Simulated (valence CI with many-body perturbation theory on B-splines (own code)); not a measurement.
## Questions on Sb XXXIX

Level of theory: valence CI with perturbative core correlation (CI+MBPT): three valence electrons over a frozen Dirac-Fock core [Ne], radial functions for each j: 11 s, 11 p, 10 d, 8 f, 5 g, 2 h, with the one-electron correlation potential Σ1 (screened to all orders), the two-electron term Σ2, the three-electron term Σ3, Breit, model QED; selected single and double excitations, second order for the rest, scaled by the run's own slope (own B-spline code, finite nucleus).

The last digits are not significant, and no measured levels were compared; by estimate large intervals hold to a few tenths of a per cent, small ones and those within an open d or f shell to about a per cent.

Levels are named by their leading jj configuration (3d3/2^4 stands for four electrons in 3d with j = 3/2), which in mixed levels can hold well under half, so a name can repeat and another be missing.

Rates and lifetimes use the calculated energies. Strong lines usually hold to 10 to 20 %, long lifetimes can be off by a factor of two.

(1) What is the ground level?

(2) Among levels below 1299.1 eV, which E1 lines absorb most strongly from the ground level?

(3) Where does the other parity begin?

(4) What is the ionisation energy?

(5) How well does LS coupling describe the low levels?

(6) Name the longest-lived excited levels whose lifetime is computed, and their main decay.

Results:

(1) (3s^2 3p1/2) J=1/2, composition 99 % 3s2.3p 2P°, g = 0.658.

(2) to (3s^2 3d3/2) J=3/2 at 5.989 nm, f = 0.352; to (3s 3p1/2 3p3/2) J=1/2 at 7.162 nm, f = 0.187; to (3s 3p1/2 3p3/2) J=3/2 at 7.523 nm, f = 0.106.

(3) At (3s 3p1/2^2) J=1/2, 92.5 eV.

(4) 2655 eV; NIST lists 2654 ± 4 eV (theoretical).

(5) Among the lowest 20 levels the leading LS term, summed over configurations, holds 69 % on average. For single configurations the figures are 64 % in LS and 85 % in jj coupling. Terms mix most in the J = 5/2 level at 296.0 eV, where the leading one holds 30 %.

(6) (3s 3p3/2 3d5/2) J=9/2 at 348.0 eV lives 1.10 μs, mostly by M1 to (3s 3p1/2 3d5/2) J=7/2; (3s^2 3p3/2) J=3/2 at 63.2 eV lives 841 ns, mostly by M1 to (3s^2 3p1/2) J=1/2; (3s 3p3/2^2) J=5/2 at 203.5 eV lives 3.70 ns, mostly by E1 to (3s^2 3p3/2) J=3/2.
